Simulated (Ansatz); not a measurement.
Harmonic frequencies (cm⁻¹) at PBE0-D4/def2-TZVP from Ansatz: 32, 89, 133, 263, 375, 486, 573, 598, 660, 670, 727, 754, 889, 1053, 1158, 1197, 1218, 1332, 1440, 1446, 1472, 2617, 3046, 3057, 3114, 3124, 3152.

**Question.** Which molecule is it?
A. `[SiH3]C1C=CS1`
B. `[CH3][Ga]1[BH]O[CH2]1`
C. `[BH]1CO[CH2][GaH]1`
D. `B[CH2][Ga]1[CH2][O]1`

**Answer.** B.
